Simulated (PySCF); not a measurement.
Electronic structure of Lu(2+) (lutetium, charge +2) at the UHF level

Configuration: [Xe] 4f14 5d1, 2D determinant (an excited configuration). Computed with PySCF 2.14 in x2c-TZVPPall (11s7p7d2f2g, 99 functions), with the spin-free X2C one-electron Hamiltonian (Gaussian nucleus).

| Quantity | Value |
| --- | --- |
| Total energy | -14557.681294 hartree |
| One-electron energy | -19960.7197 hartree |
| Hartree (Coulomb) energy | 5703.1344 hartree |
| Exchange energy | -300.0960 hartree |
| ⟨S²⟩ | 0.7523 |
| ⟨L²⟩ | 6.020 |
| Sum of ⟨r⟩ | 36.69 bohr |
| Sum of ⟨r²⟩ | 38.72 bohr² |
| Traceless quadrupole moment −½Σ⟨3z² − r²⟩ along its main axis | 1.84 e·bohr² |
| Langevin diamagnetic susceptibility | -30.7 ×10⁻⁶ cm³/mol |

| shell | electrons | mean orbital energy (eV) | spread (eV) | rms radius, mean of both spins (bohr) |
| --- | --- | --- | --- | --- |
| 1s β | 1 | -63657.0 | 0 | 0.0219 |
| 1s α | 1 | -63657.0 | 0 | 0.0219 |
| 2s α | 1 | -10981.6 | 0 | 0.0884 |
| 2s β | 1 | -10981.5 | 0 | 0.0884 |
| 2p α | 3 | -9683.1 | 0.006 | 0.0801 |
| 2p β | 3 | -9683.0 | 0.057 | 0.0801 |
| 3s β | 1 | -2557.8 | 0 | 0.227 |
| 3s α | 1 | -2557.8 | 0 | 0.227 |
| 3p β | 3 | -2159.3 | 0.106 | 0.228 |
| 3p α | 3 | -2159.3 | 0.092 | 0.228 |
| 3d α | 5 | -1667.0 | 0.141 | 0.208 |
| 3d β | 5 | -1667.0 | 0.111 | 0.208 |
| 4s α | 1 | -550.06 | 0 | 0.509 |
| 4s β | 1 | -550.04 | 0 | 0.509 |
| 4p α | 3 | -416.42 | 0.176 | 0.541 |
| 4p β | 3 | -416.40 | 0.264 | 0.541 |
| 4d α | 5 | -236.34 | 0.350 | 0.592 |
| 4d β | 5 | -236.29 | 0.320 | 0.592 |
| 5s α | 1 | -88.142 | 0 | 1.27 |
| 5s β | 1 | -87.484 | 0 | 1.27 |
| 5p α | 3 | -54.209 | 0.530 | 1.49 |
| 5p β | 3 | -53.039 | 1.009 | 1.49 |
| 4f α | 7 | -36.871 | 0.238 | 0.798 |
| 4f β | 7 | -36.804 | 0.380 | 0.798 |
| 5d α | 1 | -19.257 | 0 | 2.56 |

Spin-orbit coupling, absent here, splits the open shell strongly.

Densities and radii are taken from the X2C orbitals without a picture-change correction, which distorts them close to the nucleus.

Spin-orbit constants ζ (cm⁻¹) from the X2C one-electron operator on these orbitals: bare nucleus, nucleus screened by l(l+1)(2l+1)/3 electrons, and screened by the Breit-Pauli mean field of the electrons.

```json
{"shell": "2p", "bare": "5689000", "screened nucleus": "5529000", "mean field": "n/a"}
{"shell": "3p", "bare": "1226000", "screened nucleus": "1192000", "mean field": "n/a"}
{"shell": "3d", "bare": "192000", "screened nucleus": "164900", "mean field": "n/a"}
{"shell": "4p", "bare": "273800", "screened nucleus": "266100", "mean field": "n/a"}
{"shell": "4d", "bare": "36530", "screened nucleus": "31380", "mean field": "n/a"}
{"shell": "4f", "bare": "5737", "screened nucleus": "3474", "mean field": "n/a"}
{"shell": "5p", "bare": "32290", "screened nucleus": "31380", "mean field": "n/a"}
{"shell": "5d", "bare": "1608", "screened nucleus": "1381", "mean field": "n/a"}
```

To first order the Landé constant is A = 1381 cm⁻¹, so the lowest level has J = 3/2 and lies 0.257 eV below the centre of the term. First order in ζ underestimates the shift of the j = l − 1/2 level at high Z.
